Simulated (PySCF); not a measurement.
**Computed properties of CuI, SMILES [I][Cu], multiplicity 1**

CuI, SMILES [Cu][I], multiplicity 1. Geometry optimised at PBE0-D3(BJ)/def2-TZVP. The spin state was assumed, not searched. The def2 effective core potentials stand for the cores of I; spin–orbit coupling is left out. One conformer was computed; it need not be the lowest. All values are computed for the isolated molecule unless a solvent is named; none is compared with measurement here.

**Structure.** The optimised structure has C∞v symmetry. All 1 harmonic modes at PBE0-D3(BJ)/def2-TZVP (PySCF) are real, so it is a minimum.

**Vibrations.** The strongest infrared lines (harmonic, unscaled, degenerate partners summed) lie at 254 cm⁻¹ (7 km/mol, Cu 67 %, I 33 %). The softest mode is at 254 cm⁻¹ and the zero-point energy is 0.4 kcal/mol.

**Electronic structure.** CAM-B3LYP/def2-TZVPD (PySCF) places the frontier levels at -8.09 and -2.17 eV, a gap of 5.92 eV, and gives a dipole moment of 4.72 D and a mean polarisability of 61.0 bohr³. PBE/def2-TZVPD (PySCF) at the same geometry gives -5.76 and -3.83 eV, so its gap is 3.99 eV narrower. An orbital gap is neither the optical nor the fundamental gap.

**Excitations.** TDA-CAM-B3LYP/def2-TZVPD (PySCF) has S1 at 2.72 eV (456 nm, f = 0.023, weak); the most intense of the 10 singlets computed lies at 5.30 eV (f = 0.05). Strengths of degenerate partners are summed. T1 (TDA) is at 2.37 eV, 0.35 eV under S1. TDA-PBE/def2-TZVPD (PySCF) puts S1 at 2.07 eV.
